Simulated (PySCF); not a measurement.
Runs that did not reach their result, on `CCc1occc1F` (driver script around PySCF, density fitting, GFN2-xTB geometry as the base; each input is a line of settings and coordinates in Å).

Command:
```bash
OMP_NUM_THREADS=1 python probes_run.py task.json out
```
Input:
```
{"job": {"kind": "nmr", "xc": "HSE06", "basis": "pcSseg-1", "pop": false, "gauge": [0, 0, 50], "scf": {"max_cycle": 77}}, "charge": 0, "multiplicity": 3}
C     -2.078625     0.450604     0.585906
C     -1.304019    -0.538976    -0.288619
C      0.155648    -0.240022    -0.290918
O      0.652824     0.683179    -1.142126
C      1.974911     0.781323    -0.926651
C      2.373450    -0.064429     0.060382
C      1.186691    -0.719178     0.466745
F      1.090594    -1.653547     1.423086
H     -3.141915     0.228307     0.548735
H     -1.922825     1.467634     0.234728
H     -1.745507     0.385688     1.618727
H     -1.449835    -1.553282     0.085979
H     -1.673904    -0.483858    -1.314018
H      2.519862     1.475670    -1.533788
H      3.358234    -0.211124     0.449919
```

Output:
```
NotImplementedError: this response code serves closed shells only; the SCF ended at -407.28046835 Eh with <S^2> = 2.0077
```

Cost: about 2.1 min of CPU time on one thread; the machine was shared, so the figure is rough.

Question: What went wrong, and what mends it?

Answer: Multiplicity 3 makes an open shell, and the driver's response routines handle closed shells alone; the run stopped after the SCF. Use an unrestricted response code, or restore the closed-shell charge and spin. The SCF energy in the message belongs to the altered spin state, and the message doesn't say whether it converged.

Input:
```
{"job": {"kind": "uv", "xc": "PBE", "basis": "Sadlej pVTZ", "nstates": 6, "ntriplets": 2, "tda": false, "scf": {"max_cycle": 78}}, "charge": 0, "multiplicity": 2}
(coordinates as above)
```

Output:
```
RuntimeError: Electron number 60 and spin 1 are not consistent
Note mol.spin = 2S = Nalpha - Nbeta, not 2S+1
```

Question: Diagnose the run.

Answer: 60 electrons can't have multiplicity 2: an even count needs an odd multiplicity, an odd count an even one. Mend the charge or the multiplicity. The run gave no result.

Input:
```
{"job": {"kind": "nmr", "xc": "B3LPY", "basis": "pcX-1", "pop": false, "scf": {"level_shift": 0.9, "max_cycle": 93}}, "charge": 0, "multiplicity": 1}
(coordinates as above)
```

Output:
```
KeyError: 'Element h (Z=1) not found in basis pcX-1 version 1'
```

Question: What went wrong, and what mends it?

Answer: The basis pcX-1 in the Basis Set Exchange has no functions for hydrogen, so the input was refused before any integral. Choose a basis that covers all elements. The run gave no result.

Conformer computed: `[CH3:1][CH2:2][c:3]1[o:4][cH:5][cH:6][c:7]1[F:8]`: C1–C2–C3–O4 -84°.
